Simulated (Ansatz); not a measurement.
Coupled-cluster run, C3H9AlB2 (`C[B]1C[BH][Al]1[CH3]`).

```yaml
crystal:
  periodic: [false, false, false]
  atoms:
    - {symbol: C, position_ang: [-0.590677, -2.169234, 0.910282]}
    - {symbol: B, position_ang: [0.027804, -0.898105, 0.248102]}
    - {symbol: C, position_ang: [1.460543, -0.876798, -0.425145]}
    - {symbol: B, position_ang: [1.847012, 0.524920, 0.037580]}
    - {symbol: Al, position_ang: [-0.125029, 1.224756, -0.099323]}
    - {symbol: C, position_ang: [-1.337851, 2.661040, -0.636869]}
    - {symbol: H, position_ang: [-0.161288, -3.113407, 0.560625]}
    - {symbol: H, position_ang: [-1.679564, -2.221144, 0.857966]}
    - {symbol: H, position_ang: [-0.337955, -2.094561, 1.978906]}
    - {symbol: H, position_ang: [2.102169, -1.751959, -0.531750]}
    - {symbol: H, position_ang: [0.681314, -0.862064, -1.270918]}
    - {symbol: H, position_ang: [2.836625, 0.682452, 0.693810]}
    - {symbol: H, position_ang: [-0.947806, 3.647523, -0.373507]}
    - {symbol: H, position_ang: [-1.465829, 2.645636, -1.725319]}
    - {symbol: H, position_ang: [-2.331369, 2.550046, -0.195141]}
basis:
  gaussian: {orbitals: def2-SVP}
correlation: {method: ccsd_t}
```

```sh
$ ansatz run in.yaml --threads 4 --pin off --events-out ev --progress --plain --max-ram 10444MiB
```

Output of Ansatz, abridged:

```
Functional definition: HF
1354 factors; integrals over basis functions are off by at most 1.3e-3 eV
mean field evaluation 1: about -11148.0310 eV, gradient 3.8e1 eV
mean field evaluation 2: about -11148.1220 eV, gradient 3.8e1 eV
mean field evaluation 4: about -11152.5441 eV, gradient 3.8e0 eV
mean field evaluation 8: about -11152.6165 eV, gradient 2.5e-1 eV
mean field evaluation 16: about -11152.4573 eV, gradient 3.8e0 eV
mean field -11152.61703902 eV, -409.8511166688 hartree, gradient 4.8e-6 eV, S^2 0.000000; 0 other end points of the search recorded, 0 dependent functions left out
10 core orbitals not correlated: weight in the atoms' cores, before any rotation towards them, 1.000 or more for the frozen orbitals, at most 0.000 for the correlated occupied ones
reference -11152.61703902 eV, -409.8511166688 hartree; 15, 15 occupied and 108, 108 virtual orbitals, 1354 factors
second order -17.77954102 eV of doubles, -0.00000000 eV of singles
cycle   1  -19.09899028 eV  change    -1.3e0 eV  update   1.0e-1
cycle   2  -19.64667769 eV  change   -5.5e-1 eV  update   3.1e-2
cycle   3  -19.73126022 eV  change   -8.5e-2 eV  update   1.4e-2
cycle   4  -19.72749893 eV  change    3.8e-3 eV  update   5.1e-3
cycle   5  -19.72586664 eV  change    1.6e-3 eV  update   2.5e-3
cycle   6  -19.72560462 eV  change    2.6e-4 eV  update   1.1e-3
cycle   7  -19.72552735 eV  change    7.7e-5 eV  update   5.0e-4
cycle   8  -19.72568059 eV  change   -1.5e-4 eV  update   2.5e-4
cycle   9  -19.72569538 eV  change   -1.5e-5 eV  update   1.2e-4
cycle  10  -19.72565999 eV  change    3.5e-5 eV  update   6.2e-5
cycle  11  -19.72569657 eV  change   -3.7e-5 eV  update   3.1e-5
cycle  12  -19.72569384 eV  change    2.7e-6 eV  update   1.3e-5
perturbative correction -0.69106644 eV, -0.0253962233 hartree
Total energy: -11173.03379930 eV, -410.6014187701 hartree
```

It took 6 s on 4 threads of an Intel Xeon 6975P-C on a shared host, with 0.91 GiB of host memory at the peak.

Correlation energy per correlated electron: -0.681 eV. T1 diagnostic: 0.0131.
